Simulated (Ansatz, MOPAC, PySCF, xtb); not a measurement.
Isomers of C3H9B: 1 is CB(C)C, 2 is BC(C)C; one conformer of each (the lowest of an xTB search), B3LYP-D3(BJ)/def2-TZVP minima.
Isomer 1 (charge 0, multiplicity 1):
```xyz
13

C     -0.979    -1.229     0.104
B     -0.003    -0.004    -0.008
C      1.551    -0.230     0.028
C     -0.576     1.453    -0.143
H     -1.785    -1.181    -0.634
H     -0.502    -2.209     0.046
H     -1.482    -1.168     1.079
H      1.847    -0.986     0.762
H      2.147     0.672     0.183
H      1.842    -0.646    -0.946
H     -1.654     1.518    -0.297
H     -0.333     2.009     0.772
H     -0.073     2.002    -0.947
```
Isomer 2 (charge 0, multiplicity 1):
```xyz
13

B     -0.5403     1.5408    -0.0637
C      0.0280     0.1362     0.2661
C     -0.9735    -1.0248     0.2424
C      1.3549    -0.2353    -0.4069
H      0.1853     2.4243    -0.4108
H     -1.6958     1.7864     0.1150
H      0.2544     0.3494     1.3372
H     -0.5515    -1.9273     0.6916
H     -1.2479    -1.2726    -0.7861
H     -1.8908    -0.7750     0.7772
H      1.7925    -1.1326     0.0379
H      2.0838     0.5727    -0.3310
H      1.2007    -0.4422    -1.4689
```

No zero-point or thermal terms.

The state that AM1 reach isn't checked.

Programs: Ansatz (Gaussian orbitals); MOPAC for AM1 (differences of heats of formation); PySCF for the dispersion terms; xtb for the GFN methods. Values without a source in brackets are computed.

Q: One of these levels gives 82.8 kJ/mol for the electronic energy of isomer 2 less that of isomer 1. Name it.
A) GFN1-xTB
B) AM1
C) BLYP-D4/def2-TZVPP

A: B, AM1. The others give 185.2 (GFN1-xTB), 117.3 (BLYP-D4/def2-TZVPP)

Ansatz is a first-principles code.
